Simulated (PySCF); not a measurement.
Gas-phase reaction: SnH₄ + SnH₂F₂ ⇌ 2 SnH₃F

Method: PySCF energies (xtb for GFN2) plus ideal-gas RRHO corrections (1 bar). † marks an energy on the PBE0/def2-TZVP geometry and frequencies; other levels use their own. MP2 and CCSD(T) freeze the core. All species are closed-shell singlets. B3LYP is the form with VWN-RPA correlation. Sn: scalar-relativistic def2 core potential, no spin-orbit coupling. SnH₂F₂, SnH₃F: computed as isolated molecules; such fragments, hydroxides, amides, oligomers or adducts are transient or little studied in the gas. MP2 isn't extrapolated to the basis-set limit; its ΔH°(298 K) is 10.9 kJ in def2-SVP and 9.4 kJ in def2-TZVPP. CCSD(T) isn't extrapolated to the basis-set limit; its ΔH°(298 K) is 10.2 kJ in def2-SVP and 9.2 kJ in def2-TZVPP. The harmonic model lacks anharmonicity and excited electronic states, which grow with temperature; levels with a mode under 35 cm⁻¹ are left out.

```
level               ΔE electronic, kJ  ΔH°(298 K), kJ  ΔS°(298 K), J/K  ΔG°(2000 K), kJ
------------------  -----------------  --------------  ---------------  ---------------
B3LYP/def2-TZVP†                    5               6                9              -10
CCSD(T)/def2-SVP†                  10              10                9               -6
GFN2-xTB                            4               0                6              -15
HF/def2-TZVP†                       3               3                9              -13
MP2/def2-TZVPP†                     9               9                9               -7
PBE0/def2-QZVP†                     7               7                9               -9
PBE0/def2-SVP†                      8               9                9               -7
r2SCAN/def2-TZVP†                   8               8                9               -8
ωB97M-V/def2-TZVP†                  7               7                9               -9
ωB97X-V/def2-TZVP†                  6               7                9              -10
```
ΔH° is lowest at GFN2-xTB and highest at CCSD(T)/def2-SVP†. No reference value is set beside these.
